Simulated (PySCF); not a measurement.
C3H6FNSi, SMILES FC1=CCN1[SiH3]. Atoms are numbered in the order given.

```xyz
12

F     -0.5511     1.8955     0.6059
C     -0.7887     0.5994     0.4684
C     -1.6983    -0.2968     0.9300
C     -0.9358    -1.3396     0.1225
N     -0.0179    -0.2387    -0.3431
Si     1.6876    -0.2882    -0.7775
H     -2.6192    -0.2855     1.5158
H     -1.4766    -1.8045    -0.7284
H     -0.4014    -2.1167     0.7102
H      2.6312    -0.5070     0.3827
H      1.8299    -1.4338    -1.7369
H      2.0316     1.0155    -1.4351
```
Charge 0, spin multiplicity 1.

The structure is a stationary point at PBE-D3(BJ)/def2-SVP. The structure was generated by enumeration, and PubChem lists no compound with its InChIKey, so it may never have been made.

Calculation: PBE-D3(BJ)/def2-SVP (PySCF 2.14.0).

Frequencies are harmonic and unscaled.

```csv
mode,ν (cm⁻¹),IR (km/mol),moving atoms (share of kinetic energy)
1,90,0.5,"H 53 %, N 22 %, C 16 %"
2,105,0.5,"H 63 %, N 21 %, C 11 %"
3,147,0.3,"F 38 %, Si 24 %, H 16 %, C 11 %, N 11 %"
4,275,8.9,"C 40 %, H 35 %, F 15 %, N 9 %"
5,411,3.6,"C 24 %, F 23 %, Si 20 %, H 19 %, N 14 %"
6,554,15.5,"C 33 %, Si 26 %, H 20 %, N 11 %, F 10 %"
7,579,38.8,H 87 %
8,627,2.2,"C 63 %, H 30 %"
9,659,63.0,"H 62 %, C 18 %, N 12 %"
10,676,36.0,"H 50 %, C 21 %, F 15 %, Si 11 %"
11,720,2.1,"F 32 %, C 30 %, H 26 %"
12,874,94.1,H 94 %
13,917,7.4,"H 61 %, C 36 %"
14,925,104.3,H 94 %
15,929,236.4,H 87 %
16,956,3.4,"H 58 %, C 35 %"
17,975,5.2,"C 44 %, N 37 %, H 17 %"
18,1060,4.8,H 88 %
19,1122,35.0,"H 46 %, C 39 %, N 9 %"
20,1158,39.6,"C 43 %, H 35 %, N 13 %"
21,1173,99.8,"C 40 %, H 31 %, N 27 %"
22,1378,185.0,"H 43 %, C 34 %, N 20 %"
23,1427,153.4,"H 54 %, C 31 %, N 14 %"
24,1670,175.7,C 92 %
25,2121,152.1,H 97 %
26,2184,78.8,H 98 %
27,2195,94.0,H 96 %
28,2977,28.5,H 95 %
29,3044,14.3,"H 90 %, C 10 %"
30,3244,5.8,"H 90 %, C 10 %"
```
